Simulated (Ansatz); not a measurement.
Ansatz (a first-principles code) input:
A basis named .json is the Basis Set Exchange file of that set.

Ansatz 0.2 input:
```yaml
crystal:
  periodic: [false, false, false]
  atoms:
    - {symbol: P, position_ang: [-1.00461171, -0.37909113, -0.03250634]}
    - {symbol: P, position_ang: [1.00461171, 0.37909113, 0.03250634]}
    - {symbol: H, position_ang: [-1.59475521, 0.19172810, 1.11421367]}
    - {symbol: H, position_ang: [-1.58868246, 0.36373926, -1.07947105]}
    - {symbol: H, position_ang: [1.58868246, -0.36373926, 1.07947105]}
    - {symbol: H, position_ang: [1.59475521, -0.19172810, -1.11421367]}
basis:
  gaussian:
    orbitals: aug-cc-pV_D+d_Z.json
total_charge: 1
magnetization: {spin_polarized: true, initial_magnetization: 1}
correlation: {method: ccsd_t, electrons: outside_noble_gas}
output: {forces: true}
```

Which total energy does the run end on?

-683.81241 Eh (CCSD(T)/aug-cc-pV(D+d)Z). The basis has 100 functions.
